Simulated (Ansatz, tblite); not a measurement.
Cost and result up the ladder for the cluster B2F4 (the lowest singlet isomer of a short search) (6 atoms). Charge 0, multiplicity 1. Geometry: PBE0-D4/def2-SVP.

```xyz
6

B     0.467   -0.651    0.320
B    -0.467    0.651   -0.320
F     1.065   -1.522   -0.466
F    -1.203    0.505   -1.403
F     0.616   -0.820    1.618
F    -0.478    1.837    0.252
```

Ansatz on 4 threads of Arm Neoverse V1 on a shared host; xTB runs through tblite on one thread. Times are rough, summed over both states, and most runs start from the orbitals of an earlier one. PBE0-D4/def2-TZVP serves as the yardstick here, not as an exact answer. The other state is a triplet.

The xTB rows come from tblite. The structure comes from a short search, and lower isomers may exist.

xTB has no spin-polarisation term.

```
                         level  functions  vertical triplet (eV)  difference from PBE0-D4/def2-TZVP (eV)
                      GFN2-xTB         24                   3.87                                   -1.14
PBE-D4/def2-TZVP (with forces)        186                   4.68                                   -0.33
                      GFN1-xTB         24                   4.69                                   -0.33
             PBE0-D4/def2-TZVP        186                   5.01                                    0.00
           r2SCAN-D4/def2-TZVP        186                   4.75                                   -0.27
```

(1) Estimate how long each takes.

## Answers

(1) GFN1-xTB 0.004 s; GFN2-xTB 0.004 s; PBE-D4/def2-TZVP (with forces) 3 s; PBE0-D4/def2-TZVP 3.8 s; r2SCAN-D4/def2-TZVP 6.3 s. On shared hardware such times vary by a factor of up to 3.
